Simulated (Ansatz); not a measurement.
The same β-hydride elimination along the group B, Al, In.

Gas-phase electronic energies from Ansatz, PBE0-D4/def2-TZVP geometries. CCSD(T)/CBS adds triple-zeta CCSD(T) − MP2 to the extrapolated MP2 energy (def2 sets, frozen cores). This one scheme is used for every species. Functionals use def2-TZVPP. def2 core potentials past Kr. For In outer-core shells are correlated without core-valence functions, which leaves a few kJ/mol of doubt a bond. One conformer a species, not always the lowest.

```json
{"reaction": "`CN(C)BS` → `BS` + `C=NC`", "ωB97M-V (eV)": "2.42", "ωB97X-V (eV)": "2.45", "CCSD/CBS(def2) (eV)": "2.39"}
{"reaction": "`C[N](C)[AlH][SH]` → `[AlH2][SH]` + `C=NC`", "ωB97M-V (eV)": "2.08", "ωB97X-V (eV)": "2.11", "CCSD/CBS(def2) (eV)": "2.07"}
{"reaction": "`C[N](C)[InH][SH]` → `[SH][InH2]` + `C=NC`", "ωB97M-V (eV)": "1.20", "ωB97X-V (eV)": "1.27", "CCSD/CBS(def2) (eV)": "1.30"}
```

Question: Give the CCSD(T)/CBS values in the same order. (Estimate.)

Answer: Computed: 2.40, 2.08, 1.34 eV.

Largest T1 diagnostic: 0.015, for `C[N](C)[InH][SH]`.
